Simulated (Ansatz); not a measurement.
In(H)(Et)(OH) (C₂H₇InO), SMILES [OH][InH][CH2]C.

Geometry optimised at B3LYP-D3(BJ)/def2-SVP. The structure was generated by enumeration; whether it is a known compound was not checked. The def2 effective core potentials stand for the cores of In; spin–orbit coupling is left out. Other conformers were not sampled.

Two levels are set side by side: PBE/def2-SVPD (Ansatz, a first-principles code) and CAM-B3LYP/def2-SVPD (Ansatz). Energy differences of separate SCF runs at the same geometry; the states with an electron removed or added have multiplicity 2 and 2. Differences are taken from unrounded values.

| quantity | PBE |
|---|---|
| vertical ionisation energy (eV) | 9.09 |
| vertical singlet–triplet gap (eV) | 4.39 |

Problem. These are the PBE values. What does CAM-B3LYP give? (An estimate is asked for; the answer gives what the named calculation found.)

Solution. 
```
quantity                           CAM-B3LYP  PBE minus CAM-B3LYP
---------------------------------  ---------  -------------------
vertical ionisation energy (eV)         9.55                -0.46
vertical singlet–triplet gap (eV)       4.85                -0.46
```
